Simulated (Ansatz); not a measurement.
Frontier orbitals of C₁₀H₉N (`Cc1ccc2ncccc2c1`).

```xyz
20

C     1.508    2.643    1.055
C     0.857    1.325    0.775
C     0.858    0.317    1.769
C     0.277   -0.899    1.556
C    -0.349   -1.188    0.324
N    -0.915   -2.406    0.150
C    -1.489   -2.653   -0.999
C    -1.554   -1.732   -2.064
C    -0.987   -0.500   -1.902
C    -0.357   -0.187   -0.681
C     0.254    1.059   -0.426
H     1.046    3.133    1.917
H     1.429    3.316    0.201
H     2.568    2.515    1.289
H     1.336    0.524    2.722
H     0.276   -1.672    2.316
H    -1.936   -3.637   -1.115
H    -2.048   -2.010   -2.987
H    -1.013    0.240   -2.695
H     0.240    1.814   -1.206
```

Total charge 0; spin multiplicity 1. All single points use the PBE0-D4/def2-TZVP geometry. Basis def2-TZVPP, the Gaussian-basis code of Ansatz.

Orbital energies of one run (eV). Highest occupied ones, from the top: -9.03, -9.48, -10.12, -11.63, -12.51, -12.56, -12.80, -13.84, -14.26, -14.38, -14.76, -15.14, -15.38, -15.47. Empty: 0.50, 1.47, 2.66, 3.42, 3.79, 4.26.

(1) Which functional gave them?
A. LDA (SPW92)
B. LC-ωPBE
C. BLYP
D. PBE

## Answers

(1) B. HOMO energies: LC-ωPBE -9.03, BLYP -5.61, LDA (SPW92) -5.90, PBE -5.78 eV.

LC-ωPBE has ω = 0.4 bohr⁻¹.
